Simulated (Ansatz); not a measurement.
Mulliken charges of CH6BNS, SMILES `CB(N)S` from r2SCAN/def2-TZVPP in Ansatz (PBE0-D4/def2-TZVP geometry).

```csv
atom,x (Å),y (Å),z (Å),charge (e)
C1,-1.112,0.589,-0.593,-0.270
B2,0.213,-0.098,-0.097,0.229
N3,0.460,-0.316,1.261,-0.323
S4,1.413,-0.600,-1.382,-0.221
H5,-0.894,1.493,-1.169,0.074
H6,-1.774,0.868,0.230,0.034
H7,-1.670,-0.074,-1.261,0.074
H8,1.289,-0.751,1.627,0.160
H9,-0.199,-0.040,1.968,0.171
H10,2.356,-1.123,-0.582,0.072
```

**Question.** By hand: the dipole of these point charges (1 e Å = 4.8032 D).

**Answer.** Σ q r = (-0.020, -0.020, 0.419) e Å, of length 0.420 e Å = 2.02 D.

**Question.** How does the dipole of the full density compare? (Best estimate.)

**Answer.** Ansatz gave: (-0.024, -0.026, 0.525) e Å, 2.53 D; the point charges give 0.80 times that, at 0° from its direction.

Point charges leave out the atoms' own dipoles, such as those of lone pairs, and Mulliken's split depends on the basis, so the two needn't agree.
